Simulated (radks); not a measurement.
Values are calculated unless marked as measured or tabulated.
Q: These are the eigenvalues of the occupied orbitals of an atom or ion with whole-number occupations (hartree). Level of theory: Dirac Kohn-Sham, PBE, spin-unpolarised, spherical densities, finite nucleus; Fermi nuclear charge, rms radius of each element as measured or else 0.836 A^(1/3) + 0.57 fm (a radial shooting solver on a logarithmic mesh with Libxc functionals).

1s1/2: -1593.562
2s1/2: -257.8104
2p1/2: -243.9257
2p3/2: -224.8138
3s1/2: -56.09193
3p1/2: -50.16033
3p3/2: -46.34503
3d3/2: -36.01310
3d5/2: -35.18838
4s1/2: -11.32193
4p1/2: -9.08330
4p3/2: -8.25662
4d3/2: -4.57776
4d5/2: -4.43176
5s1/2: -1.70158
5p1/2: -1.10620
5p3/2: -0.99513
6s1/2: -0.30091
4f5/2: -0.28438

Which element is it, and in what charge state? The configuration may be excited. Open shells, if any, fill j = l - 1/2 first.

A: Z = 60, neodymium, charge +1: Nd+ in [Xe] 4f4 6s1. The list shows which subshells hold electrons but not how many an open one holds; the 1s level, -1593.6 hartree, gives Z - s = 56.5 by -(Z - s)^2/2, which with screening and relativity narrows Z to a few neighbours, and the depths of the outer levels then fix element, charge and occupations together.
